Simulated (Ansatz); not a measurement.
CuN₂H₄, that is [Cu(NH2)2]- with one electron fewer. The state is a doublet with charge 0. Geometry r2SCAN-D4/def2-TZVPD, that of the charge -1 singlet; atoms count from 1.

```xyz
7

Cu   -0.037   -0.004   -0.118
N     1.622    0.545   -0.752
H     2.335    0.478   -0.023
H     1.615    1.536   -1.003
N    -1.750   -0.557    0.350
H    -1.914   -0.438    1.351
H    -1.871   -1.560    0.196
```

(1) Estimate the Mulliken populations from the PBE0/def2-TZVPD orbitals of Ansatz.

(2) Where does the spin sit?

(3) And the Mayer bond orders between bonded heavy atoms (over 0.3)?

## Answers

(1) 
```csv
atom,charge (e),spin (α − β),d electrons
Cu1,0.01,0.68,9.51
N2,-0.40,0.16,–
H3,0.20,-0.01,–
H4,0.20,0.01,–
N5,-0.40,0.16,–
H6,0.20,-0.01,–
H7,0.20,0.01,–
```
Mulliken values and Mayer orders depend strongly on the basis. With diffuse functions, as here, like atoms can get unlike values, and bond orders can come out too low or too high.

(2) Summed by element: Cu 0.68, N 0.32, H 0.00, of 1 unpaired in all. Largest on single atoms: Cu1 0.68, N2 0.16, N5 0.16.

(3) Cu1–N2 1.03 (1.86 Å); Cu1–N5 1.03 (1.86 Å).
